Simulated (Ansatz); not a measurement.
Relaxation of C2H10OSSi (15 atoms, charge 0, multiplicity 1), to a largest force component of 0.03 eV/Å in at most 50 steps.

The calculation used Ansatz, RKS PBE0-D4/def2-SVP.

```xyz
15
Properties=species:S:1:pos:R:3:forces:R:3
Si 0.027 -0.402 0.008 0.76 0.04 -0.68
O 1.443 0.179 -0.807 -0.87 -0.21 0.58
C -0.547 -1.961 -0.873 0.02 0.07 0.03
C -1.355 0.869 0.012 -0.03 0.12 0.04
H 0.496 -0.773 1.374 -0.03 0.02 -0.07
H 1.951 1.800 0.693 -0.10 -0.07 0.07
S 1.451 2.132 1.910 0.26 0.13 0.09
H 1.276 0.440 -1.719 0.02 -0.03 0.03
H -1.377 -2.434 -0.324 -0.01 -0.01 0.01
H 0.275 -2.689 -0.941 0.00 -0.02 0.00
H -0.903 -1.752 -1.895 0.00 0.01 -0.01
H -2.342 0.370 0.017 0.13 0.10 0.01
H -1.272 1.524 0.895 -0.05 -0.08 -0.10
H -1.303 1.519 -0.882 -0.03 -0.15 0.08
H 2.180 1.176 2.533 -0.08 0.08 -0.08
```

**Question.** Where does it end, and by what steps?

**Answer.** It converged. After 7 steps the energy has fallen by 0.150 eV; S7 moved furthest, 0.56 Å.

| step | energy less start (eV) | largest force component (eV/Å) | accepted |
| --- | --- | --- | --- |
| 0 | 0.0000 | 0.868 | yes |
| 1 | -0.0639 | 0.618 | yes |
| 2 | -0.0952 | 0.348 | yes |
| 3 | -0.1199 | 0.311 | yes |
| 4 | -0.1395 | 0.287 | yes |
| 5 | -0.1423 | 0.181 | yes |
| 6 | -0.1491 | 0.061 | yes |
| 7 | -0.1498 | 0.025 | yes |

```xyz
15
Properties=species:S:1:pos:R:3
Si -0.033 -0.501 -0.001
O 1.410 0.137 -0.606
C -0.569 -1.971 -1.030
C -1.365 0.809 0.059
H 0.338 -0.944 1.375
H 1.941 1.635 0.744
S 1.862 2.494 1.793
H 1.393 0.445 -1.517
H -1.457 -2.449 -0.586
H 0.230 -2.726 -1.088
H -0.833 -1.671 -2.057
H -2.287 0.411 0.513
H -1.022 1.664 0.663
H -1.619 1.174 -0.949
H 2.010 1.493 2.686
```

Whether the end is a true minimum wasn't checked by a vibrational analysis.

Time of the run: 34 s on 4 threads of Arm Neoverse N1 (shared host), peak memory 0.32 GiB.
